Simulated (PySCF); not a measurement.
Vertical excitations of a molecule C2H4FNOSi from TDDFT-CAM-B3LYP/def2-SVPD (PySCF 2.14.0), as energy in eV (oscillator strength): 6.42 (0.008), 7.44 (0.010), 7.56 (0.003), 8.03 (0.018), 8.14 (0.007), 8.17 (0.007), 8.32 (0.009), 8.52 (0.005), 8.85 (0.004), 8.96 (0.174). Lowest triplet (TDA): 5.82 eV. Geometry: ωB97X-D3(BJ)/def2-SVP. Other conformers were not sampled.

### Question
Pick the molecule that these values belong to.
A) C[Si@@H](F)OC#N
B) FC[Si@H]1N=CO1
C) O=C=N[SiH2]CF
D) N#C[C@@H](F)[SiH2]O

### Answer
D, N#C[C@@H](F)[SiH2]O
